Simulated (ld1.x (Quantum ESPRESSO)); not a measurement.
# Pseudopotential generation for Ho: TM semilocal, PBEsol, scalar-relativistic.

| Item | Value |
| --- | --- |
| Element | Ho (Z = 67) |
| Generator | ld1.x (Quantum ESPRESSO) 7.5 |
| Type | norm-conserving Troullier–Martins (semilocal form) |
| Functional | PBEsol |
| Relativity | scalar-relativistic |
| Frozen core | [Xe] |
| Valence charge | 13 |
| Reference configuration | 4f11 5d0 6s0 6p0 (charge +2) |
| Partial waves | 6s (bound, empty): rc 3.04 bohr; 5d (bound, empty): rc 2.25 bohr; 4f (bound): rc 0.65 bohr; 6p (bound, empty): rc 3.10 bohr |
| Local potential | the p channel |
| Core correction | a·sin(br)/r model core inside 0.55 bohr |

Poles of the logarithmic derivatives, all-electron (AE) and pseudo (PS). s: poles at 0.2 (AE) and 0.1, 3.4 (PS) Ry. p: poles at -2.9, 1.3 (AE) and 0.4, 3.2 (PS) Ry. d: poles at -0.6, 3.2 (AE) and -0.6, 3.1 (PS) Ry. f: poles at -1.3, 1.7 (AE) and -1.3, 1.7 (PS) Ry. Test radius 3.37 bohr.

- Largest excitation error: -1141 meV (all-electron minus pseudo) for 4f10 5d0 6s0 6p0, out of 7 test configurations

A Bessel basis up to 400 Ry misses an occupied level by 0.14 Ry, so cutoffs and ghosts were not judged.
